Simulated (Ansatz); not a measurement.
Calculated with Ansatz (gas phase, PBE0-D4/def2-TZVP geometries, no zero-point term in ΔE). CBS: MP2 limit from def2 TZ/QZ plus the TZ coupled-cluster correction, frozen cores. DFT in def2-TZVPP. B3LYP here is the variant with VWN-RPA as its local correlation; programs differ in this. One conformer a species, not always the lowest.

`[SiH3]OC1=CC1` + `[CH3][Al]([F])[SH]` → `[CH3][Al]([F])[S][SiH3]` + `OC1=CC1`  (ligand exchange at the Si–O bond)

`[SiH3]OC1=CC1`:

Z-matrix (Å, degrees):
```
Si
O 1 1.672
H 1 1.478 2 104.4
H 1 1.483 2 110.2 3 119.3
H 1 1.483 2 110.2 3 -119.3
C 2 1.324 1 121.2 3 -180.0
C 6 1.481 2 144.1 1 0.0
C 6 1.285 2 149.2 1 -180.0
H 7 1.093 6 120.2 2 -75.1
H 7 1.093 6 120.2 2 75.1
H 8 1.074 6 153.2 2 -0.0
```

`[CH3][Al]([F])[SH]`:

```xyz
8

C     1.159    0.113   -0.049
Al   -0.730    0.385   -0.363
F    -1.234    1.560   -1.405
S    -2.347   -0.749    0.552
H     1.353   -0.676    0.680
H     1.666   -0.153   -0.981
H     1.623    1.035    0.314
H    -1.490   -1.513    1.252
```

`[CH3][Al]([F])[S][SiH3]`:

Z-matrix (Å, degrees):
```
C
Al 1 1.934
H 1 1.091 2 113.4
H 1 1.094 2 110.1 3 -121.1
H 1 1.094 2 110.1 3 121.3
F 2 1.649 1 119.4 3 -177.4
S 2 2.177 1 126.7 3 2.7
Si 7 2.137 2 99.5 1 0.3
H 8 1.486 7 111.6 2 -61.2
H 8 1.486 7 111.6 2 60.2
H 8 1.482 7 106.5 2 179.5
```

`OC1=CC1`:

Cartesian coordinates in Å:
```
O -0.985 -1.292 0.884
C -0.181 -0.521 0.163
C 0.775 -0.429 -0.692
C 0.177 0.872 -0.160
H -1.567 -0.729 1.403
H 1.513 -0.844 -1.352
H 0.743 1.473 0.557
H -0.475 1.470 -0.804
```

Q: Is it downhill or uphill in electronic energy at CCSD(T)/CBS, and by how much? (Estimate.)

A: Computed: Uphill: ΔE = +21.8 kJ/mol.

Q: What do these levels give: r2SCAN-D4, PBE0-D4, B3LYP-D4, PBE, r2SCAN, PBE0, HF/def2-TZVPP, SCS-MP2/def2-TZVPP, CCSD/def2-TZVPP, HF/def2-QZVPP, HF/CBS(def2), MP2/CBS(def2)? (An estimate is asked.)

A: Computed: r2SCAN-D4 16.8, PBE0-D4 10.0, B3LYP-D4 24.9, PBE 10.0, r2SCAN 17.1, PBE0 11.6, HF/def2-TZVPP 38.1, SCS-MP2/def2-TZVPP 29.1, CCSD/def2-TZVPP 28.0, HF/def2-QZVPP 39.5, HF/CBS(def2) 39.7, MP2/CBS(def2) 19.9 kJ/mol.

Largest T1 diagnostic among the species: 0.012.

The D4 term adds −3.2 kJ/mol with B3LYP and −1.6 kJ/mol with PBE0; it sums over pairs of atoms, weighted by their polarisabilities, and B3LYP, whose exchange is more repulsive, gets the larger term. In def2-TZVPP, CCSD(T) changes the Hartree–Fock value by −12.7 kJ/mol (the triples alone add −2.6 kJ/mol) and MP2 by −14.6 kJ/mol.
